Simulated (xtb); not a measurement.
C₄H₄, SMILES C=C=C=C. All values are semi-empirical tight-binding results from xtb (GFN2-xTB unless named), good for trends rather than for accurate numbers. Geometry: GFN2-xTB.

Optimised geometry:

```xyz
8

C      1.8865    -0.3078     0.3236
C      0.6140    -0.0972     0.1111
C     -0.6117     0.1003    -0.0991
C     -1.8865     0.3019    -0.3065
H      2.5503    -0.6044    -0.4732
H      2.3205    -0.1958     1.3048
H     -2.3245     0.1855    -1.2854
H     -2.5492     0.5927     0.4935
```

Estimate the properties. (Estimate from the structure and the level; the computed values follow.)


```
Property                                       Result
--------------------------------------  -------------
point group as xtb finds it                       D2h
orbital gap                                   3.36 eV
dipole moment                                  0.01 D
zero-point energy                       36.4 kcal/mol
G − E(el) at 298.15 K (modified RRHO)   20.8 kcal/mol
static polarisability (D4 model)           45.6 bohr³
solvation energy, GFN2-xTB/ALPB(water)  -0.9 kcal/mol
solvation energy, GFN2-xTB/ALPB(dmf)    -4.4 kcal/mol
```

Give the IR lines (harmonic; lines under 4 % of the strongest left out, lines within 3 cm⁻¹ merged). (An estimate is asked for; the answer gives what the named calculation found.)

ν (cm⁻¹): 224 (w), 825 (vs), 1008 (w), 1713 (s), 3070 (s), 3078 (vs) (against the strongest line: vs over 80 %, s over 45 %, m over 15 %, w over 4 %, vw less)

Computed atomic charges and the Wiberg bond orders between heavy atoms:
charges (e) C1 -0.08, C2 -0.02, C3 -0.02, C4 -0.08, H5 0.05, H6 0.05, H7 0.05, H8 0.05. Bond orders C1–C2 1.84, C2–C3 2.05, C3–C4 1.84.
